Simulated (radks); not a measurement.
Trend from K to Kr: ionisation energy by Delta-SCF between NIST ground configurations, and size. All-electron calculation, Dirac Kohn-Sham, PBE, spin-unpolarised, spherical densities, finite nucleus; open shells fill j = l - 1/2 first; Fermi nuclear charge, rms radius of each element as measured or else 0.836 A^(1/3) + 0.57 fm. Program: a radial shooting solver on a logarithmic mesh with Libxc functionals.

| species | configuration | configuration of the ion | IE (eV) | NIST (eV) | kind | outermost | <r> outermost (bohr) | r at 0.001 e/bohr^3 (bohr) |
|---|---|---|---|---|---|---|---|---|
| K | [Ar] 4s1 | [Ar] | 4.314 | 4.341 | exp. | 4s1/2 | 5.01 | 4.39 |
| Ca | [Ar] 4s2 | [Ar] 4s1 | 6.309 | 6.113 | exp. | 4s1/2 | 4.02 | 5.08 |
| Sc | [Ar] 3d1 4s2 | [Ar] 3d1 4s1 | 6.895 | 6.561 | exp. | 4s1/2 | 3.72 | 4.97 |
| Ti | [Ar] 3d2 4s2 | [Ar] 3d2 4s1 | 7.344 | 6.828 | exp. | 4s1/2 | 3.51 | 4.84 |
| V | [Ar] 3d3 4s2 | [Ar] 3d4 | 7.176 | 6.746 | exp. | 4s1/2 | 3.35 | 4.73 |
| Cr | [Ar] 3d5 4s1 | [Ar] 3d5 | 6.896 | 6.767 | exp. | 4s1/2 | 3.44 | 4.49 |
| Mn | [Ar] 3d5 4s2 | [Ar] 3d5 4s1 | 8.412 | 7.434 | exp. | 4s1/2 | 3.10 | 4.54 |
| Fe | [Ar] 3d6 4s2 | [Ar] 3d6 4s1 | 8.726 | 7.902 | exp. | 4s1/2 | 2.99 | 4.46 |
| Co | [Ar] 3d7 4s2 | [Ar] 3d8 | 6.561 | 7.881 | exp. | 4s1/2 | 2.89 | 4.38 |
| Ni | [Ar] 3d8 4s2 | [Ar] 3d9 | 6.421 | 7.640 | exp. | 4s1/2 | 2.81 | 4.31 |
| Cu | [Ar] 3d10 4s1 | [Ar] 3d10 | 8.149 | 7.726 | exp. | 4s1/2 | 2.94 | 4.10 |
| Zn | [Ar] 3d10 4s2 | [Ar] 3d10 4s1 | 9.889 | 9.394 | exp. | 4s1/2 | 2.65 | 4.19 |
| Ga | [Ar] 3d10 4s2 4p1 | [Ar] 3d10 4s2 | 5.767 | 5.999 | exp. | 4p1/2 | 3.39 | 4.40 |
| Ge | [Ar] 3d10 4s2 4p2 | [Ar] 3d10 4s2 4p1 | 7.532 | 7.899 | exp. | 4p1/2 | 2.87 | 4.45 |
| As | [Ar] 3d10 4s2 4p3 | [Ar] 3d10 4s2 4p2 | 8.979 | 9.789 | exp. | 4p3/2 | 2.58 | 4.39 |
| Se | [Ar] 3d10 4s2 4p4 | [Ar] 3d10 4s2 4p3 | 10.657 | 9.752 | exp. | 4p3/2 | 2.32 | 4.28 |
| Br | [Ar] 3d10 4s2 4p5 | [Ar] 3d10 4s2 4p4 | 12.346 | 11.814 | exp. | 4p3/2 | 2.12 | 4.16 |
| Kr | [Kr] | [Ar] 3d10 4s2 4p5 | 14.058 | 14.000 | exp. | 4p3/2 | 1.96 | 4.04 |

Reference values: NIST Atomic Spectra Database (measured). Spin polarisation and multiplet splitting are left out, so open shells lie too high by an amount that depends on their filling.

Beside tabulated values, note that spin-unpolarised runs miss the spin-polarisation part of the exchange energy of open shells.
